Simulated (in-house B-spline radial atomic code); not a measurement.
Settings and results of a run for the germanium ion Ge⁸⁺. Computed with an all-electron radial atomic-structure program (B-spline basis): non-relativistic LDA exchange-only, spin-polarised, spherical fractional occupations, point nucleus.

In the input, 3d5,1 would mean five up and one down electron.

Command:
```bash
python run_scf.py task.json out
```
Settings:
```
Z                32
configuration    1s2 2s2 2p6 3s2 3p6 3d5,1
hamiltonian      nr
method           lda,
spin_polarised   True
```

Output (hartree, bohr):
```
 radial grid: 44 intervals, B-splines of order 8, outer radius 7.931 bohr

 iter        energy (Eh)    residual
    1       -2022.374900    1.27e+00
    2       -2040.631383    8.33e-01
    3       -2047.395224    2.31e-01
    4       -2047.972876    5.36e-02
    5       -2047.994514    3.17e-02
    6       -2048.006450    1.26e-03
    7       -2048.006465    3.29e-05
    8       -2048.006465    8.91e-07
    9       -2048.006465    1.11e-07

 total energy                     -2048.00646
 kinetic                            2048.0065
 electron-nucleus                  -4749.4301
 Hartree                             721.1686
 exchange-correlation                -67.7514

 orbital      occ     eigenvalue          <r>       <r^2>       <1/r>       r_max
 1s up      1.000      -402.9345    0.0479246  0.00307648      31.458     0.03163
 1s down    1.000      -402.9318    0.0479235   0.0030763     31.4585     0.03163
 2s up      1.000       -55.8872     0.214237   0.0540366     6.90508      0.1799
 2s down    1.000       -55.7093     0.213878    0.053851     6.91831      0.1797
 2p up      3.000       -50.5288     0.185514   0.0420904     6.88218      0.1428
 2p down    3.000       -50.3948     0.185119   0.0418996     6.89415      0.1426
 3s up      1.000       -12.1980     0.608059    0.423358     2.33954      0.5412
 3s down    1.000       -11.9327     0.611082    0.427717     2.32434      0.5424
 3p up      3.000       -10.4050     0.610966    0.434144     2.24586      0.5319
 3p down    3.000       -10.1400     0.615015    0.440153     2.22858      0.5336
 3d up      5.000        -7.2836     0.603903    0.438802     2.04736      0.4664
 3d down    1.000        -7.0048     0.612153    0.452201     2.02684      0.4699
```

Cost of the run: 0.08 s on 1 thread of Arm Neoverse N1, on a shared host.
